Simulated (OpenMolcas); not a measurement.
## Cr2+: moving the ligands

Cr2+ with 6 ligands (fluoride) in octahedral coordination (Oh) at 2.11 Å. A charge of +0.667 e stands 2.6 Å behind each ligand. Ligand basis ANO-RCC-VDZP.

- Program: OpenMolcas 26.06
- Method: SS-CASPT2, IPEA 0.25 Eh, imaginary shift 0.1 Eh (closed shells correlated: 3s 3p and the ligand valence shells)
- Basis: ANO-RCC-VDZP [5s4p2d1f]
- Scalar Hamiltonian: DKH2, point nucleus
- Active space: 4 electrons in 5 orbitals (3d)
- State averaging: 2S+1 = 5 even, 5 roots; 2S+1 = 3 even, 45 roots; 2S+1 = 1 even, 50 roots
- Spin-orbit coupling: RASSI with atomic mean-field integrals over the reference wave functions

Runs around this geometry, states (labels of O, the rotations of Oh). Energies in cm-1 above the lowest state or level, χT in cm3 K/mol.

| R (Å) | Ground state | First state of that spin | First gap with spin-orbit (degeneracies) | χT at 300 K | First state of another spin |
| --- | --- | --- | --- | --- | --- |
| 1.99 | 5E | 5T2 11350 | 6 (1, 3) | 2.968 | 3T1 9440 |
| 2.11 | 5E | 5T2 8140 | 6 (1, 3) | 2.953 | 3T1 12340 |
| 2.22 | 5E | 5T2 6220 | 7 (1, 3) | 2.936 | 3T1 14190 |

Taking the first state of the same spin as R^-n, n = -ln(6220 / 11350) / ln(2.22 / 1.99) = 5.5 between the shortest and longest distance.

Roots that are degenerate in the reference are averaged as groups; the widest CASPT2 spread within a group is 230 cm-1 (the 3-fold group of multiplicity 5 near 11400 cm-1 above the lowest state of its run, R = 1.99). Shifts and gaps below about the spread of the groups concerned are not significant. Over all roots computed the reference weight is 0.70 to 0.72 in R = 1.99, 0.70 to 0.72 in R = 2.11, 0.70 to 0.71 in R = 2.22; a low but even weight reflects the number of correlated electrons. An orbital doublet at a regular site is open to a Jahn-Teller distortion, which this geometry leaves out. Ligand-to-metal charge-transfer states are missing. These CASPT2 states fit no ligand-field parameters well, so their order and spin gaps are uncertain. With no ligand orbital active B as a rule stays too high, so bands that hang on it stand too high and its fall with covalency is understated. With one d shell and no ligand orbital active, 10Dq can be off by tens of per cent for divalent 3d ions, low with halides held by bare charges and at times high in hosts. Free-ion shares, where given, are those of the reference states; single-state CASPT2 does not remix them. No measured value stands beside these numbers; the geometry was imposed, not optimised, and the real ion may take another.
